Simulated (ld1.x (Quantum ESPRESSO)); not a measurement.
**manganese (Mn): variants of one TM semilocal potential**

Base potential:

```
Element                 : Mn
Generator               : ld1.x (Quantum ESPRESSO) 7.5
Type                    : norm-conserving Troullier–Martins (semilocal form)
Functional              : LDA (PZ)
Relativity              : scalar-relativistic
Frozen core             : [Ne] 3s2
Valence charge          : 13
Reference configuration : 3p6 3d5 4s0 4p0 (charge +2)
Partial waves           : 4s (bound, empty): rc 2.35 bohr; 3d (bound): rc 1.25 bohr; 3p (bound): rc 0.90 bohr
Local potential         : the p channel
Core correction         : a·sin(br)/r model core, default radius (core density twice the valence density)
```

Cutoffs, loose and tight: the cutoffs (Ry, on a coarse ladder) from which the occupation-weighted sum of valence levels, in a spherical-Bessel basis at the reference potential, stays within 10 and 1 mRy of its value at 400 Ry. They do not see the model core or the augmentation charge, which bear on the density cutoff. Test errors are all-electron minus pseudo excitation energies from the reference, over the configurations 3p6 3d5 4s2 4p0; 3p6 3d5 4s1 4p0; 3p6 3d4 4s0 4p0; 3p5 3d5 4s2 4p0; 3p6 3d5 4s1.5 4p0; 3p6 3d5 4s0 4p1; 3p6 3d4 4s2 4p0 (two spin-polarised tests are not counted in the largest error). A dash means not determined; rows that change the core or the reference have their own tests.

A semilocal file is local in each channel, so a ghost entry of none says nothing of the separable form that plane-wave codes build from it.

The default core radius of the base comes out at 0.42 bohr.

| change | outcome | cutoff, loose | cutoff, tight | bound ghosts | largest test error (meV) |
| --- | --- | --- | --- | --- | --- |
| base | generated | 140 Ry | 230 Ry | none | -368 |
| core correction none | generated | 140 Ry | 230 Ry | none | -343 |
| core correction a·sin(br)/r model core inside 0.38 bohr | generated | 140 Ry | 230 Ry | none | -368 |
| core correction a·sin(br)/r model core inside 0.54 bohr | generated | 140 Ry | 230 Ry | none | -368 |
| core correction a·sin(br)/r model core inside 0.64 bohr | generated | 140 Ry | 230 Ry | none | -367 |
| core correction a·sin(br)/r model core inside 0.72 bohr | generated | 140 Ry | 230 Ry | none | -367 |
| core correction a·sin(br)/r model core inside 0.84 bohr | generated | 140 Ry | 230 Ry | none | -366 |
| core correction a·sin(br)/r model core inside 0.98 bohr | generated | 140 Ry | 230 Ry | none | -365 |
| core correction a·sin(br)/r model core inside 1.06 bohr | generated | 140 Ry | 230 Ry | none | -364 |
